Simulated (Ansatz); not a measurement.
CH8N2Si2, SMILES `N[SiH]1NC[SiH2]1`, relaxed with RKS PBE0-D4/def2-TZVP in Ansatz from a PBE-D4/def2-SVP geometry. The force threshold is 0.005 eV/Å; the program also tests the step.

Total charge 0; spin multiplicity 1.

Start:

```xyz
13

N    -1.267    0.708   -1.928
Si    0.145    0.391   -0.968
N     0.120   -1.190   -0.211
C     0.448   -1.098    1.221
Si    0.472    0.839    1.331
H    -2.203    0.706   -1.519
H    -1.209    1.325   -2.740
H     1.262    0.728   -1.932
H     0.030   -2.118   -0.636
H     1.437   -1.540    1.490
H    -0.316   -1.574    1.879
H     1.753    1.425    1.872
H    -0.672    1.398    2.140
```

```tsv
step	energy (eV)	largest force (eV/Å)	largest move (Å)
1	-19894.4038	0.697	0.000
2	-19894.4636	0.356	0.034
3	-19894.4723	0.062	0.015
4	-19894.4729	0.041	0.008
5 (rejected)	-19894.4721	0.151	0.027
6	-19894.4735	0.017	0.013
7	-19894.4738	0.010	0.025
8	-19894.4738	0.004	0.008
```

End:

```xyz
13

N    -1.252    0.738   -1.881
Si    0.138    0.385   -0.952
N     0.121   -1.173   -0.214
C     0.450   -1.085    1.213
Si    0.461    0.829    1.322
H    -2.183    0.724   -1.502
H    -1.189    1.270   -2.732
H     1.243    0.690   -1.910
H     0.040   -2.088   -0.631
H     1.424   -1.522    1.461
H    -0.305   -1.562    1.848
H     1.724    1.415    1.853
H    -0.670    1.378    2.124
```

Run time 27 s (4 threads of an Arm Neoverse V2 on a shared host); peak host memory 0.61 GiB.
